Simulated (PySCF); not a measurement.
CH4ClInO. Atoms are numbered in the order given.

```xyz
8

In     0.0557    -0.2739     0.0000
Cl    -0.4580     2.0523     0.0000
C     -1.4444    -1.8179     0.0000
H     -2.0676    -1.7030     0.8973
H     -0.9527    -2.7993     0.0000
H     -2.0676    -1.7030    -0.8973
O      2.0354    -0.5765     0.0000
H      2.5268     0.2576     0.0000
```

Coordinates come from a B3LYP-D3(BJ)/def2-SVP optimisation. The structure was generated by enumeration; whether it is a known compound was not checked. The def2 effective core potentials stand for the cores of In; spin–orbit coupling is left out. Other conformers were not sampled.

Method: PySCF with r2SCAN/def2-TZVP.

Isolated molecule, no solvent.

```json
{
 "total_energy": "-766.18843 hartree",
 "point_group": "Cs",
 "highest_occupied_level": "-7.25 eV",
 "lowest_empty_level": "-2.12 eV",
 "orbital_gap": "5.13 eV",
 "dipole_moment": "2.46 D",
 "quadrupole, principal values (traceless, Buckingham form, about the centre of nuclear charge)": "-12.83, 5.81, 7.02 D·Å",
 "mean_static_polarisability": "64.8 bohr³ (9.61 Å³)",
 "polarisability_principal_values": "46.1, 67.5, 80.9 bohr³"
}
```
